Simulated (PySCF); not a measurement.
H₈N₂OSi₂, SMILES N([Si@@H](N)O)[SiH3].

The structure is a stationary point at B3LYP-D3(BJ)/def2-SVP. The structure was generated by enumeration; whether it is a known compound was not checked. Other conformers were not sampled.

Computed with PBE/def2-TZVP (PySCF).

total energy: -768.23733 hartree
highest occupied level: -6.09 eV
lowest empty level: -0.31 eV
orbital gap: 5.78 eV
dipole moment: 1.85 D
quadrupole, principal values (traceless, Buckingham form, about the centre of nuclear charge): -7.29, 0.22, 7.07 D·Å
mean static polarisability: 71.8 bohr³ (10.65 Å³)
polarisability, principal values: 63.0, 68.6, 83.9 bohr³
